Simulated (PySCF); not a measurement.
C5H7FO, SMILES C=C[C@]1(F)CCO1.

Coordinates come from a PBE0-D3(BJ)/def2-SVP optimisation. The structure was generated by enumeration; whether it is a known compound was not checked. The values are those of a single conformer.

These are SMD-M06-2X/def2-SVP in PySCF values and carry that method's errors.

Solvation free energies are E(SMD) − E(gas) at the gas-phase geometry, for 1 M in both phases. In vacuum the dipole moment is 2.54 D.

Q: Rank water, 2-propanol, dimethylsulfoxide by solvation free energy, most negative first.

A: 2-propanol (-5.8 kcal/mol), dimethylsulfoxide (-4.7 kcal/mol), water (-3.2 kcal/mol)
